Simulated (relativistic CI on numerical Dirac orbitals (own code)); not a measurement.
## Slater and spin-orbit integrals, Fe¹⁸⁺

These numbers are calculated, not measured: Dirac-Coulomb-Breit CI, orbitals from a KLI potential per configuration, a model potential for QED, unscaled Slater integrals (own radial code, finite nucleus).

Slater integrals F^k, G^k are unscaled and averaged over j, outside the closed core 1s2; ζ comes from projecting the Hamiltonian with its Breit term on Σ l·s of the shell.

- 2s2 2p4: F^2(2p,2p) = 428660, ζ(2p) = 71064 cm⁻¹; <r>(2p) = 0.2217, <r^2>(2p) = 0.05973 (bohr units).
- 2s 2p5: G^1(2s,2p) = 469870, ζ(2p) = 70382 cm⁻¹; <r>(2s) = 0.2553, <r^2>(2s) = 0.07651, <r>(2p) = 0.2225, <r^2>(2p) = 0.06017 (bohr units).
- 2p5 3s: ζ(2p) = 72301, G^1(2p,3s) = 42871 cm⁻¹; <r>(2p) = 0.2203, <r^2>(2p) = 0.05896, <r>(3s) = 0.62, <r^2>(3s) = 0.4363 (bohr units).

Averages of the first 10 configurations, taken without configuration mixing, which lowers the lowest level and can move excited configurations by several eV; other configurations of the list can lie among them:

```tsv
Configuration	Parity	States	Average energy above the lowest level (eV)
2s2 2p4	even	15	13.5
2s 2p5	odd	12	130.1
2p6	even	1	265.1
2p5 3s	odd	12	1075.5
2p5 3p	even	36	1105.2
2p5 3d	odd	60	1141.7
2s2 2p3 3s	odd	40	847.1
2s2 2p3 3p	even	120	879.6
2s2 2p3 3d	odd	200	916.6
2s 2p4 3s	even	60	951.9
```
